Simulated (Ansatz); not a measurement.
ScAlN₂, relaxed as a quintet with UKS PBE0-D4/def2-TZVP in Ansatz, starting from the PBE0-D4/def2-TZVP geometry of the neutral singlet. Force threshold 0.02 eV/Å.

The relaxation made no stability test and no search for a lower SCF solution. At PBE0-D4/def2-TZVP a singlet of charge 0 lies 1.41 eV below the quintet, each at its own geometry. The structure comes from a short search, and lower isomers may exist.

Start:

```tsv
atom	x (Å)	y (Å)	z (Å)
Al1	-0.7798	0.6758	0.5221
Sc2	0.8563	-0.7422	-0.5731
N3	-0.9262	-1.0054	0.0437
N4	0.8496	1.0717	0.0073
```

(1) Estimate the energy that the relaxation releases and the steps that it takes.

(2) Does the start keep its bonding and symmetry?

(3) Predict the relaxed structure.

Results:

(1) 26.5 kcal/mol, in 6 steps; 16 s on 4 threads of Arm Neoverse V2 on a shared host. No frequencies were taken in this run, so the end may be a saddle point.

(2) By distances, no bond broke or formed. The bond that changes most is Sc2–N3, from 1.90 to 1.98 Å (atoms count from 1). Point group C2v at the start, C2v at the end, both within 0.05 Å.

(3) 
```xyz
4

Al   -0.9510    0.8242    0.6366
Sc    1.0221   -0.8858   -0.6842
N    -0.8154   -0.8813    0.0398
N     0.7442    0.9429    0.0078
```
Bond lengths (bridged metal pairs left out): 2 × N–Sc 1.97 to 1.98 Å; 2 × Al–N 1.81 Å.
